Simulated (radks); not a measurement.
Question: All-electron atom: a nucleus of charge 53.8 with 53 electrons in [Kr] 4d10 5s2 5p5. Calculated with a radial shooting solver on a logarithmic mesh with Libxc functionals: Dirac Kohn-Sham, BLYP, spin-unpolarised, spherical densities, finite nucleus; open shells are shared between the two j in proportion to 2j + 1; Fermi nuclear charge, rms radius 4.7859 fm. Some entries of the table are withheld. Estimate them.

orbital     occ.  eigenvalue (hartree)  r(max) (bohr)
1s1/2          2             -1252.310        0.01723
2s1/2          2             -194.7934        0.09753
2p1/2          2             -183.0010            (1)
2p3/2          4             -171.2611            (2)
3s1/2          2             -39.95646         0.2805
3p1/2          2                   (3)         0.2669
3p3/2          4                   (4)         0.2777
3d3/2          4             -24.20253         0.2252
3d5/2          6             -23.73262         0.2283
4s1/2          2              -7.39951            (5)
4p1/2          2              -5.67008         0.6811
4p3/2          4              -5.22725         0.7054
4d3/2          4              -2.43341         0.7491
4d5/2          6              -2.36235         0.7576
5s1/2          2              -0.97043            (6)
5p1/2    1.66667              -0.57271            (7)
5p3/2    3.33333              -0.52451            (8)

Answer: 
(1) 2p1/2 r(max) (bohr): 0.07472
(2) 2p3/2 r(max) (bohr): 0.07958
(3) 3p1/2 eigenvalue (hartree): -35.05763
(4) 3p3/2 eigenvalue (hartree): -32.83248
(5) 4s1/2 r(max) (bohr): 0.6650
(6) 5s1/2 r(max) (bohr): 1.627
(7) 5p1/2 r(max) (bohr): 1.843
(8) 5p3/2 r(max) (bohr): 1.923
